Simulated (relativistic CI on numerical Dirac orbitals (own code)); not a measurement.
## Hyperfine structure of Cd II, mass number 111

Calculated at this level of theory: Dirac-Coulomb-Breit CI, orbitals from a KLI potential per configuration, model QED (radiative potential, 1s self-energy scaled to tabulated hydrogen-like ionisation energies), valence Slater integrals scaled by 0.85, P86 correlation energy added to each configuration (own radial code, finite nucleus).

Configurations in the expansion (outside the closed core [Kr]): 4d10 5s, 4d10 5p, 4d9 5s2, 4d10 6s, 4d10 5d, 4d10 6p, 4d10 7s, 4d10 6d, 4d10 7p, 4d10 4f, 4d10 8s, 4d10 5g, 4d10 5f, 4d10 7d, 4d10 8p, 4d9 5s 4f. Levels of other configurations are missing.

Nuclear spin I = 1/2, μ = -0.594 μN (tables of Stone and Pyykkö). The electronic factors are computed for point nuclear moments, without core polarisation; leaving it out makes A of s and p electrons in near-neutral atoms 20 to 40 % too small, and it can dominate for d and f shells.

```csv
Level,E (cm⁻¹),A (MHz)
4d10 5s 2S_1/2,0.0,-14130
4d10 5p 2P°_1/2,41624.6,-2313
4d10 5p 2P°_3/2,43689.4,-358.5
4d9 5s2 2D_5/2,74073.4,-807
4d10 6s 2S_1/2,76640.5,-3092
4d9 5s2 2D_3/2,79357.7,-1848
4d10 5d 2D_5/2,82719.2,-28.61
4d10 5d 2D_3/2,82750.2,-191.3
```

Levels with J = 0, under 50 % of one LS term, or S terms without an open s electron are left out. Small factors come from cancelling terms and can be off by tens of per cent or more.

Correlation outside the listed configurations is missing or only estimated: errors of thousands of cm⁻¹ between configurations and terms are usual at this charge. Rates and lifetimes follow the computed energies and can be off by large factors. The fine structure of a lone outer electron comes out too small, for d and f at times inverted, and misplaced configurations move strength between like terms. 7 of the 7 excited levels that our extract of the measured tables holds in this range could be paired (the sources list more); they are missed by 5019 cm⁻¹ on average and 7125 at most, and levels without a partner can miss by more.

(1) Give the hyperfine levels of 4d10 5s 2S_1/2 relative to its centre of gravity.

## Answers

(1) With K = F(F + 1) − I(I + 1) − J(J + 1), E = AK/2: F = 0: 10590, F = 1: -3531 MHz.
